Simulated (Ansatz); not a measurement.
Isolated molecules relaxed with PBE0-D4/def2-TZVP in Ansatz; ΔE leaves out vibrations. CCSD(T)/CBS adds triple-zeta CCSD(T) − MP2 to the extrapolated MP2 energy (def2 sets, frozen cores). This one scheme is used for every species. DFT in def2-TZVPP. B3LYP here is the variant with VWN-RPA as its local correlation; programs differ in this. Each species was taken in one conformer, which may not be the lowest.

Consider the formal hydrolysis of the Si–C bond: `C#C[SiH](Cl)OC` + H₂O → `CO[SiH](O)Cl` + `C#C`.

`C#C[SiH](Cl)OC`:

Cartesian coordinates in Å:
```
C 2.235 -0.377 1.398
C 1.046 -0.280 1.223
Si -0.749 -0.166 0.952
Cl -1.307 1.745 1.450
O -1.124 -0.493 -0.590
C -0.577 0.163 -1.717
H 3.286 -0.460 1.558
H -1.493 -1.116 1.793
H -0.904 1.206 -1.757
H 0.517 0.132 -1.700
H -0.932 -0.354 -2.609
```

H₂O:

Z-matrix (Å, degrees):
```
O
H 1 0.960
H 1 0.960 2 105.1
```

`CO[SiH](O)Cl`:

```xyz
10

C    -0.501    0.354    1.524
O    -0.665    0.245    0.126
Si    0.334   -0.507   -0.908
O    -0.133   -0.187   -2.427
Cl    2.247    0.167   -0.553
H     0.458    0.816    1.774
H    -1.307    0.980    1.909
H    -0.559   -0.627    2.007
H     0.341   -1.970   -0.755
H    -0.217    0.729   -2.698
```

`C#C`:

Cartesian coordinates in Å:
```
C -0.337 -0.092 -0.486
C 0.337 0.092 0.486
H -0.938 -0.255 -1.350
H 0.938 0.255 1.350
```

| level | ΔE (kJ/mol) |
| --- | --- |
| B3LYP-D4 | -72.0 |
| ωB97X-V | -74.9 |
| B2PLYP | -74.8 |
| SCS-MP2/def2-QZVPP | -70.0 |

(1) What does CCSD(T)/CBS give? (An estimate is asked.)

Largest T1 diagnostic among the species: 0.013.

## Answers

(1) Computed: -69.7 kJ/mol. The listed levels differ from it by -2.3, -5.2, -5.1, -0.3 kJ/mol.

The D4 term adds +4.8 kJ/mol with B3LYP and +3.0 kJ/mol with PBE0; it sums over pairs of atoms, weighted by their polarisabilities, and B3LYP, whose exchange is more repulsive, gets the larger term. From PBE to PBE0 (25 % exact exchange), in def2-TZVPP and without D4, ΔE moves by −3.5 kJ/mol.
